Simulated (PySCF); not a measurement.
Computed shifts of a molecule C6H10, PBE0/pcSseg-1 (PySCF), GIAO, gas phase, equivalent atoms averaged, in ppm (number of nuclei): ¹³C: 220.6 (1), 100.2 (1), 93.2 (1), 29.9 (1), 19.7 (1), 19.3 (1). ¹H: 5.49 (1), 5.49 (1), 2.34 (1), 2.13 (1), 1.99 (3), 1.33 (3). References: ¹³C against TMS (σ = 186.3 ppm); ¹H against TMS (σ = 31.56 ppm), references at their B3LYP-D3(BJ)/def2-TZVP geometries, non-relativistic. Geometry optimised at PBE0-D3(BJ)/def2-SVP. The values are those of a single conformer.

Problem. Which structure fits?
(A) C=CC1(C)CC1
(B) CC1=C(C)CC1
(C) CC=C=CCC
(D) C1=CCCCC1

Solution. C, CC=C=CCC
